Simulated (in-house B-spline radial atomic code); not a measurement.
**Binding energies in neutral zinc**

NIST's tabulated ground configuration is [Ar] 3d10 4s2; each binding energy is the energy of the ion with one electron taken from that subshell, relaxed, less that of the parent. Method: Dirac-Kohn-Sham B3LYP, spherical fractional occupations, Fermi nucleus of rms radius 3.9283 fm. Calculated with a B-spline radial code for spherical atoms. Energies include first-order Breit, QED and recoil terms. Caution: exact exchange at fractional occupations of open shells leaves self-interaction of up to several eV.

```tsv
subshell	X-ray name	binding energy (eV)	-ε (eV)	relaxation (eV)
1s	K	9710.4	9566.2	-160.0
2s	L1	1192.6	1173.3	-20.7
2p1/2	L2	1057.7	1032.6	-26.5
2p3/2	L3	1036.4	1008.6	-28.6
3s	M1	142.1	134.9	-7.4
3p1/2	M2	97.13	89.99	-7.27
3p3/2	M3	94.82	86.87	-8.02
3d3/2	M4	19.94	12.64	-7.30
3d5/2	M5	19.83	12.27	-7.53
4s	N1	10.26	6.69	-3.58
```

Relaxation = -ε minus the binding energy without Breit, QED and recoil terms. With a density functional, K lines can miss by some tenths of a per cent, more in light atoms. For a density functional the relaxation so defined is negative, because -ε of a Kohn-Sham level is smaller than the binding energy.

Emission lines follow as differences of binding energies, with λ = 12398.42 eV·Å / E:

```csv
line,holes,energy (eV),wavelength (Å)
K-L3,1s → 2p3/2,8674.0,1.4294
K-L2,1s → 2p1/2,8652.7,1.4329
K-M3,1s → 3p3/2,9615.6,1.2894
L3-M5,2p3/2 → 3d5/2,1016.6,12.196
L2-M4,2p1/2 → 3d3/2,1037.8,11.947
L1-M3,2s → 3p3/2,1097.8,11.294
L3-M1,2p3/2 → 3s,894.3,13.864
```

Problem. What screening constant σ does Moseley's law, E = (3/4)·13.6057 eV·(Z - σ)², need for K-L3?

Solution. σ = 0.84.

Problem. What does it cost to remove both a 3s and a 3p3/2 electron?

Solution. 256.56 eV, which is 19.62 eV more than the two single binding energies together.

Problem. What does it cost to remove both a 2p1/2 and a 3p3/2 electron?

Solution. 1175.3 eV, which is 22.77 eV more than the two single binding energies together.

Problem. What does it cost to remove both a 1s and a 2p1/2 electron?

Solution. 10874 eV, which is 106.1 eV more than the two single binding energies together.
